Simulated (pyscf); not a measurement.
# H₃Si–SiH₂–Si(SiH₃)(SiH₃)–SiH(SiH₃)–SiH₃ (SMILES [SiH3][SiH2][Si]([SiH3])([SiH3])[SiH]([SiH3])[SiH3]), singlet

Gas-phase minimum from PySCF at ωB97X-D3(BJ)/def2-SVP, one conformer. 

```xyz
26

Si     1.1837     2.1593     0.4118
Si    -0.7111     1.1866     1.3683
Si    -1.0527    -0.9677     0.5575
Si     0.7748    -2.2973     1.1111
Si    -3.0181    -1.8162     1.4659
Si    -1.2859    -0.8782    -1.7553
Si     0.8394    -0.9352    -2.7122
Si    -2.4281     1.0874    -2.2685
H      2.3457     1.2340     0.5589
H      1.5034     3.4478     1.0950
H      0.9590     2.4267    -1.0373
H     -0.5264     1.1181     2.8505
H     -1.9154     2.0249     1.0835
H      2.0127    -1.7232     0.5052
H      0.9479    -2.3588     2.5926
H      0.5805    -3.6807     0.5848
H     -4.1694    -0.9683     1.0352
H     -3.2440    -3.2132     0.9898
H     -2.9517    -1.8180     2.9576
H     -2.0694    -2.0612    -2.2300
H      0.7839    -0.6754    -4.1811
H      1.4475    -2.2785    -2.4781
H      1.7049     0.0956    -2.0706
H     -3.7222     1.1308    -1.5255
H     -2.6997     1.1922    -3.7324
H     -1.5982     2.2545    -1.8493
```
Charge 0, spin multiplicity 1.

Bond lengths (Å): Si1–Si2 2.335, Si1–H9 1.493, Si1–H10 1.493, Si1–H11 1.491, Si2–Si3 2.327, Si2–H12 1.495, Si2–H13 1.495, Si3–Si4 2.327, Si3–Si5 2.326, Si3–Si6 2.326, Si4–H14 1.493, Si4–H15 1.493, Si4–H16 1.493, Si5–H17 1.493 (the first ones only). Angles (°): Si2–Si1–H9 109.5, Si2–Si1–H10 110.2, Si2–Si1–H11 110.5, H9–Si1–H10 108.9, H9–Si1–H11 108.9, H10–Si1–H11 108.8, Si1–Si2–Si3 111.2, Si1–Si2–H12 109.0, Si1–Si2–H13 110.0, Si3–Si2–H12 108.7, Si3–Si2–H13 109.5, H12–Si2–H13 108.3, Si2–Si3–Si4 109.3, Si2–Si3–Si5 109.0 (the first ones only).

Properties at ωB97X-D3(BJ)/def2-SVP:

* **Harmonic wavenumbers, unscaled**: 36, 49, 54, 68, 71, 79, 82, 86, 97, 101, 102, 115, 130, 132, 151, 176, 303, 352, 385, 429, 438, 466, 475, 478, 486, 495, 501, 514, 542, 550, 564, 566, 586, 603, 673, 704, 712, 737, 876, 883, 892, 894, 915, 935, 947, 950, 951, 952, 952, 953, 955, 957, 957, 958, 2214, 2224, 2232, 2238, 2241, 2242, 2244, 2246, 2247, 2248, 2249, 2249, 2251, 2252, 2253, 2254, 2261, 2269 cm⁻¹
* **Zero-point energy**: 97.8 kcal/mol
* **Rotational symmetry number**: 1
* **Entropy of this conformer at 298 K and 1 atm, rigid rotor and harmonic oscillator, modes under 100 cm⁻¹ raised to 100**: 600.3 J/(mol K)
* **Dipole moment**: 0.13 D

Single-point totals, which compare only within one level:

```tsv
level	total energy (hartree)
ωB97X-D3(BJ)/def2-TZVP	-2327.10048
PBE/def2-TZVP	-2325.59651
r²SCAN/def2-TZVP	-2326.61448
B3LYP-D3(BJ)/def2-TZVP	-2327.07666
PBE0-D3(BJ)/def2-TZVP	-2325.88350
M06-2X/def2-TZVP	-2326.62347
ωB97M-D3(BJ)/def2-TZVP	-2327.15668
```

The lowest mode is so soft that the shape along it may change with the basis. Soft torsions are taken as harmonic, which can shift the entropy by several J/(mol K).
